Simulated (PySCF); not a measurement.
NICS in one family of compounds.

Probes without a nucleus sit at each ring's centroid and 1 Å off its mean plane on both sides; NICS is minus the shielding there, NICSzz its component along the normal. Level: GIAO PBE0/pcSseg-1 (PySCF, non-relativistic, gas phase) on the GFN2-xTB geometries, one conformer each. Atom numbers follow the mapped SMILES.

Question: Order these rings by mean NICS(1)zz, lowest (most negative) first (ppm).
A. ring C2–C3–C4–C5–N9–C10 in `[NH2:1][c:2]1[cH:3][cH:4][c:5]([SiH2:6][CH2:7][Cl:8])[n:9][cH:10]1`
B. ring C4–N5–C6–C7–C8–C9 in `[Cl:1][CH2:2][SiH2:3][c:4]1[n:5][cH:6][cH:7][cH:8][c:9]1[Cl:10]`
C. ring C4–C5–C6–C7–C8–N9 in `[Cl:1][SiH2:2][SiH2:3][c:4]1[cH:5][cH:6][cH:7][cH:8][n:9]1`

Answer: C (-28.0), B (-26.8), A (-24.4).

```
                SMILES                                               ring  NICS(0)  NICS(1)  NICS(1)zz  HOMA  rms pucker (Å)  ring atoms with four or more neighbours
Cl[SiH2][SiH2]c1ccccn1  6-membered ring with N; formal bonds all aromatic     -6.9    -11.1      -28.0  1.00            0.00                                        0
   ClC[SiH2]c1ncccc1Cl  6-membered ring with N; formal bonds all aromatic     -7.4    -11.0      -26.8  0.99            0.00                                        0
  Nc1ccc([SiH2]CCl)nc1  6-membered ring with N; formal bonds all aromatic     -6.6    -10.1      -24.4  0.98            0.00                                        0
```

NICS(0) gives another order. The isotropic NICS(1) gives the same order. HOMA uses Krygowski's 1993 parameters. NICS(1) and NICS(1)zz are means over the two faces.
